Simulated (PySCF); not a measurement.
C3H8F2Si. Atoms are numbered in the order given.

```xyz
14

Si     0.6692     0.6203    -0.1675
F      1.9091     1.2966     0.6541
F      1.3063    -0.5486    -1.1174
C     -0.5037    -0.1716     1.0529
C     -1.4741    -1.2059     0.4520
C     -2.4347    -0.6221    -0.5868
H      0.1093     1.6751    -1.0661
H      0.1346    -0.6365     1.8361
H     -1.0631     0.6444     1.5643
H     -0.8843    -2.0265    -0.0096
H     -2.0577    -1.6748     1.2731
H     -3.0332     0.2118    -0.1635
H     -3.1439    -1.3887    -0.9578
H     -1.8937    -0.2243    -1.4715
```
Charge 0, spin multiplicity 1.

Coordinates come from a PBE-D3(BJ)/def2-SVP optimisation. The values are those of a single conformer.

The numbers are results of KT2/pcSseg-1 run with PySCF, not measurements.

GIAO shieldings, no solvent; atoms listed in one row are averaged. δ = σ(ref) − σ: ²⁹Si against TMS (σ = 361.9 ppm); ¹⁹F against CFCl3 (σ = 127.1 ppm); ¹³C against TMS (σ = 185.1 ppm); ¹H against TMS (σ = 31.47 ppm), references at their B3LYP-D3(BJ)/def2-TZVP geometries, non-relativistic.

Computed chemical shifts:
```
nucleus          atoms  count  δ (ppm)
-------  -------------  -----  -------
²⁹Si               Si1      1      9.9
¹⁹F                 F2      1   -180.4
¹⁹F                 F3      1   -189.0
¹³C                 C5      1     25.1
¹³C                 C4      1     24.2
¹³C                 C6      1     22.2
¹H                  H7      1     5.95
¹H                 H10      1     2.33
¹H                 H11      1     2.21
¹H                  H8      1     1.73
¹H       H12, H13, H14      3     1.60
¹H                  H9      1     1.20
```
